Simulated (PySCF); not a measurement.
C₈H₅N₅, SMILES N1C=CC2N3C(=NC=CC3=1)N=CN=2. Atoms are numbered in the order given.

```xyz
18

C     -1.2515     2.4015     0.0000
C      0.1301     2.3941     0.0000
C      0.8085     1.1554     0.0000
N      2.1353     1.0570     0.0000
C      2.6438    -0.1807     0.0000
N      1.9848    -1.3202     0.0000
C      0.6354    -1.2732     0.0000
N     -0.0766    -2.3805     0.0000
C     -1.4187    -2.2915     0.0000
C     -2.1161    -1.1056     0.0000
C     -1.3980     0.1167     0.0000
N     -2.0078     1.2962     0.0000
N      0.0046     0.0031     0.0000
H     -1.7930     3.3540     0.0000
H      0.7322     3.3008     0.0000
H      3.7393    -0.2487     0.0000
H     -1.9595    -3.2444     0.0000
H     -3.2031    -1.0513     0.0000
```

The structure is a stationary point at B3LYP-D3(BJ)/def2-SVP.

Calculation: SMD-M06-2X/def2-SVP (PySCF).

Solvation free energies are E(SMD) − E(gas) at the gas-phase geometry, for 1 M in both phases. In vacuum the dipole moment is 2.58 D.

Question: Estimate the solvation free energies in water, methanol, dimethylsulfoxide. (Estimate from the structure and the level; the computed values follow.)

Answer: 
| solvent | ΔG(solv) (kcal/mol) | its non-electrostatic (CDS) part | dipole (D) |
|---|---|---|---|
| water | -15.0 | -2.2 | 3.74 |
| methanol | -15.1 | -2.6 | 3.70 |
| dimethylsulfoxide | -18.1 | -5.4 | 3.72 |
